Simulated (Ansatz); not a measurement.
One change: `C#[C][SnH]([CH3])[Cl]` becomes `[CH3][SnH]([SiH3])[Cl]`.

Ansatz, PBE0-D4/def2-TZVP geometries, multiplicity 1. 

Elements past krypton have def2 core potentials.

| property | `C#[C][SnH]([CH3])[Cl]` |
| --- | --- |
| HOMO–LUMO gap (PBE0/def2-TZVPP) / eV | 7.46 |
| size of the dipole moment (ωB97M-V/def2-TZVPP) / D | 2.84 |
| HOMO–LUMO gap (PBE/def2-TZVPP) / eV | 5.36 |
| HOMO energy (B3LYP/def2-TZVPP) / eV | -7.97 |
| size of the dipole moment (PBE/def2-TZVPP) / D | 2.76 |
| LUMO energy (PBE/def2-TZVPP) / eV | -1.63 |

Question: Give the same properties after the change, and the shifts. (Best estimate.)

Answer: Computed: 
```csv
property,`[CH3][SnH]([SiH3])[Cl]`,shift
HOMO–LUMO gap (PBE0/def2-TZVPP) / eV,7.03,-0.43
size of the dipole moment (ωB97M-V/def2-TZVPP) / D,3.00,0.16
HOMO–LUMO gap (PBE/def2-TZVPP) / eV,5.08,-0.28
HOMO energy (B3LYP/def2-TZVPP) / eV,-7.57,0.40
size of the dipole moment (PBE/def2-TZVPP) / D,2.86,0.10
LUMO energy (PBE/def2-TZVPP) / eV,-1.57,0.06
```

The zero-point energy changes by 15.4 kJ/mol with +3 modes. Dipoles are sizes alone; their direction can turn.

B3LYP here is the variant with VWN-RPA as its local correlation; programs differ in this.
